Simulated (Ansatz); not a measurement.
Consider the redistribution: `O=[C]([SiH3])[SnH3]` + `CNBO` → `C[NH][SnH3]` + `O=C([SiH3])BO`.

Program: Ansatz. Geometries: PBE0-D4/def2-TZVP. ΔE: electronic, gas phase. CBS: MP2 limit from def2 TZ/QZ plus the TZ coupled-cluster correction, frozen cores. Elements past krypton have def2 core potentials. For Sn outer-core shells are correlated without core-valence functions, which leaves a few kJ/mol of doubt a bond. Each species was taken in one conformer, which may not be the lowest.

`O=[C]([SiH3])[SnH3]`:

Z-matrix (Å, degrees):
```
Si
C 1 1.931
H 1 1.487 2 106.3
H 1 1.484 2 112.5 3 -122.2
H 1 1.487 2 106.3 3 115.6
Sn 2 2.249 1 118.8 3 -57.3
O 2 1.201 1 123.4 3 122.7
H 6 1.706 2 108.1 1 119.3
H 6 1.706 2 108.1 1 -121.9
H 6 1.712 2 111.6 1 -1.2
```

`CNBO`:

Cartesian coordinates in Å:
```
C -0.130 0.597 -1.352
N -0.110 -0.401 -0.315
B 0.141 -0.179 1.040
O 0.122 -1.250 1.898
H -1.107 0.658 -1.845
H 0.082 1.573 -0.914
H 0.625 0.405 -2.122
H -0.298 -1.343 -0.621
H 0.369 0.937 1.429
H 0.306 -0.997 2.802
```

`C[NH][SnH3]`:

Z-matrix (Å, degrees):
```
C
N 1 1.451
H 1 1.094 2 109.7
H 1 1.095 2 110.3 3 -117.1
H 1 1.101 2 115.2 3 121.0
Sn 2 2.028 1 118.3 3 -54.0
H 2 1.011 1 111.0 3 174.0
H 6 1.718 2 112.2 1 -55.0
H 6 1.705 2 106.4 1 -176.1
H 6 1.706 2 105.8 1 64.1
```

`O=C([SiH3])BO`:

```xyz
10

O    -0.244    0.889    1.435
C    -0.071    0.255    0.404
Si    0.779   -1.475    0.446
B    -0.603    0.979   -0.954
O    -1.161    2.174   -0.750
H     1.149   -1.840    1.834
H     1.981   -1.415   -0.428
H    -0.171   -2.463   -0.131
H    -0.528    0.527   -2.058
H    -1.131    2.369    0.204
```

```csv
species,SCS-MP2/def2-QZVPP energy (Eh)
`O=[C]([SiH3])[SnH3]`,-619.56764
`CNBO`,-196.32500
`C[NH][SnH3]`,-310.68044
`O=C([SiH3])BO`,-505.17202
```

Work out ΔE.

ΔE = (-310.68044) + (-505.17202) − (-619.56764) − (-196.32500) = 0.04018 Eh = +1.09 eV. CCSD(T)/CBS gives +1.11 eV.

Largest T1 diagnostic among the species: 0.016.
